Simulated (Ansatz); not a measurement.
CH6O3Si (`CO[SiH](O)O`), charge 0, multiplicity 1.

Give a relaxed structure at PBE0-D4/def2-TZVP (the Gaussian-basis code of Ansatz). (Best estimate.)

Computed: 
```xyz
11

C    -0.922   -1.486   -0.104
O    -0.011   -0.616    0.530
Si    0.238    0.934    0.072
O     0.898    1.098   -1.410
O     1.262    1.560    1.180
H    -1.905   -1.018   -0.232
H    -0.554   -1.794   -1.087
H    -1.041   -2.373    0.520
H    -1.056    1.640   -0.014
H     1.834    0.908   -1.501
H     1.257    1.148    2.045
```
This is one stationary point; other conformers may exist.
